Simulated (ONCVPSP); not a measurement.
# Potentials for titanium (Ti) compared

Generated with ld1.x 7.5 (TM, RRKJ, ultrasoft, PAW), atompaw 4.2 or ONCVPSP 4.0.1. The cutoff is in Ry: for ld1.x and atompaw files where the sum of valence levels is converged to 10 mRy in a Bessel basis, for ONCV files where the hardest occupied wave has 1 mHa per electron of residual kinetic energy. The error is the largest all-electron minus pseudo excitation energy over each file’s own four to seven test configurations (ionisations up to +4, promotions, holes and added fractions of an electron), all of which were solved. The labels leave out finer settings (local radius, basis sizes, second energies), which also bear on the numbers. Spin-polarised tests are not counted. The rows are a selection from randomly drawn settings: files with unsolved tests, undetermined cutoffs or missed reference levels are left out.

A true bound ghost makes a file unfit for plane-wave use even where its test errors are small: the radial tests pick states by their node count and pass the ghost by.

```csv
potential,cutoff (Ry),largest error (meV),bound ghosts
"ONCV, PBEsol, scalar-relativistic, rc 1.70/1.35/2.30 (spd), local smoothed, core correction yes, reference 3s2 3p6 3d2 4s2, qcut 8.7/12.7/7.5, projectors 3/3/2",77,+144,none
"ONCV, PW91, scalar-relativistic, rc 1.55/1.25/1.40 (spd), local smoothed, core correction yes, reference 3s2 3p6 3d2 4s2, qcut 5.8/8.7/10.5, projectors 2/3/2",83,+11,none
"ONCV, LDA (Perdew-Zunger), scalar-relativistic, rc 1.70/1.60/1.75 (spd), local smoothed, core correction yes, reference 3s2 3p6 3d2 4s2, qcut 8.1/10.2/7.5, projectors 2/1/3",50,+61,none
"ONCV, LDA (Perdew-Zunger), scalar-relativistic, rc 1.35/1.20/1.95 (spd), local smoothed, core correction yes, reference 3s2 3p6 3d2 4s2, qcut 8.7/7.1/9.3, projectors 2/2/2",56,+59,none
"ONCV, LDA (Perdew-Wang 92), scalar-relativistic, rc 1.30/1.20/2.25/2.00 (spdf), local smoothed, core correction yes, reference 3s2 3p6 3d1, qcut 9.6/11.5/8.1/5.5, projectors 2/1/3/2",71,+200,none
```

Task: Fill in the row for Ti: ONCV, Wu-Cohen, scalar-relativistic, rc 1.90/1.65/2.00 (spd), local smoothed, core correction yes, reference 3s2 3p6 3d2 4s2, qcut 8.4/6.5/9.2, projectors 3/2/2.

Result: cutoff 54 Ry, largest error +61 meV, bound ghosts: none.

Task: Fill in the row for Ti: ONCV, PBEsol, scalar-relativistic, rc 1.30/1.45/1.20/1.20 (spdf), local f, core correction no, reference 3s2 3p6 3d2 4s1.75, qcut 7.5/11.1/7.7/9.1, projectors 2/2/3/0.

Result: cutoff 293 Ry, largest error -0.4 meV, bound ghosts: d.

Task: Fill in the row for Ti: ONCV, PBE, scalar-relativistic, rc 1.40/1.50/1.90 (spd), local smoothed, core correction yes, reference 3s2 3p6 3d2 4s2, qcut 6.6/7.7/8.4, projectors 2/2/1.

Result: cutoff 50 Ry, largest error -107 meV, bound ghosts: none.
